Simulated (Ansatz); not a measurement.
Basis-set series for CH$_{3}$F$_{3}$GeS, SMILES `C[S][Ge]([F])([F])[F]`. Total charge 0; spin multiplicity 1. All single points use the PBE0-D4/def2-TZVP geometry. It is one conformer, not always the lowest.

| atom | x (Å) | y (Å) | z (Å) |
| --- | --- | --- | --- |
| C1 | -1.4830 | -0.5011 | 0.0066 |
| S2 | -0.0338 | -0.9506 | 1.0168 |
| Ge3 | 1.3932 | 0.3802 | 0.0920 |
| F4 | 1.5926 | 0.1105 | -1.5877 |
| F5 | 2.9349 | 0.2331 | 0.8086 |
| F6 | 0.9507 | 2.0322 | 0.1871 |
| H7 | -2.2960 | -1.1213 | 0.3822 |
| H8 | -1.3154 | -0.7303 | -1.0441 |
| H9 | -1.7432 | 0.5473 | 0.1385 |

| functional | basis | functions | energy (Eh) | HOMO (eV) | LUMO (eV) |
| --- | --- | --- | --- | --- | --- |
| PBE0-D4 | def2-SVP | 121 | -2813.39409 | -8.10 | -1.01 |
| PBE0-D4 | def2-TZVPP | 256 | -2814.22387 | -8.14 | -1.20 |
| ωB97M-V | def2-SVP | 121 | -2813.88831 | -10.29 | 1.14 |
| ωB97M-V | def2-TZVPP | 256 | -2814.72583 | -10.36 | 0.85 |

Question: Give the rows for def2-QZVPP. (An estimate is asked.)

Answer: Computed: 
```
functional       basis  functions  energy (Eh)  HOMO (eV)  LUMO (eV)
   PBE0-D4  def2-QZVPP        477  -2814.30085      -8.17      -1.32
   ωB97M-V  def2-QZVPP        477  -2814.79968     -10.40       0.59
```

Positive LUMOs are unbound and depend on the basis. Scalar relativity is left out up to krypton.
